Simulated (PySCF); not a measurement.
Computed IR spectrum (relative IR intensity) of a molecule C4H6BrF. The structure is a stationary point at PBE-D3(BJ)/def2-SVP. One conformer was computed; it need not be the lowest. Calculation: PBE-D3(BJ)/def2-SVP in PySCF 2.14.0. Frequencies are harmonic and unscaled.

| ν (cm⁻¹) | relative intensity |
|---|---|
| 559 | 14 |
| 708 | 7.3 |
| 725 | 6.5 |
| 912 | 34 |
| 928 | 8.6 |
| 1082 | 5.1 |
| 1161 | 100 |
| 1186 | 63 |
| 1223 | 13 |
| 1402 | 3.7 |
| 1708 | 37 |
| 2964 | 6.8 |
| 3001 | 3.8 |
| 3020 | 7.6 |
| 3091 | 2.1 |
| 3105 | 5.6 |
| 3115 | 9.3 |

Q: Pick the molecule that these values belong to.
A. F[C@@H]1C[C@@H]1CBr
B. F/C=C/CCBr
C. C=CC[C@H](F)Br
D. C=C(F)CCBr

A: B, F/C=C/CCBr
